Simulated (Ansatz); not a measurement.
```yaml
crystal:
  periodic: [false, false, false]
  atoms:
    - {symbol: Si, position_ang: [-0.878130, 0.907703, -1.177248]}
    - {symbol: C, position_ang: [0.485707, 0.291860, -0.218594]}
    - {symbol: N, position_ang: [0.533550, -1.325536, -0.024305]}
    - {symbol: Si, position_ang: [0.452558, -0.598767, 1.492507]}
    - {symbol: Cl, position_ang: [1.925739, -0.748369, 2.592147]}
    - {symbol: H, position_ang: [-0.794805, 0.920907, -2.414274]}
    - {symbol: H, position_ang: [-2.310078, 0.442685, -0.649517]}
    - {symbol: H, position_ang: [-1.044956, 2.485193, -0.839706]}
    - {symbol: H, position_ang: [1.476840, 0.579575, -0.116425]}
    - {symbol: H, position_ang: [1.284178, -1.805549, -0.585320]}
    - {symbol: H, position_ang: [-0.770598, -0.998083, 2.128040]}
basis:
  gaussian: {orbitals: def2-TZVPP}
total_charge: 1
magnetization: {spin_polarized: true, initial_magnetization: 1}
hamiltonian: {xc: {name: SPW92}}
```

```sh
$ ansatz run in.yaml --threads 4 --pin off --events-out ev --progress --plain --max-ram 10444MiB
```

Shortened log:

```
Functional definition: SPW92
1559 factors; their error is unknown
mean field evaluation 1: about -30740.9046 eV, gradient 7.4e1 eV
mean field evaluation 2: about -30511.8401 eV, gradient 1.7e2 eV
mean field evaluation 4: about -30754.4975 eV, gradient 4.9e1 eV
mean field evaluation 8: about -30766.6711 eV, gradient 9.4e0 eV
mean field evaluation 16: about -30767.6058 eV, gradient 2.1e-2 eV
mean field evaluation 32: about -30767.6058 eV, gradient 6.8e-6 eV
mean field -30767.60576287 eV, -1130.6886567532 hartree, gradient 6.8e-6 eV, S^2 0.751788; 6 other end points of the search recorded, 0 dependent functions left out
reference -30767.60580901 eV, -1130.6886584490 hartree; 32, 31 occupied and 240, 241 virtual orbitals, 1559 factors
Total energy: -30767.60580901 eV, -1130.6886584490 hartree
```

Run time 7 s (4 threads of a server CPU on a shared host); peak host memory 0.61 GiB.
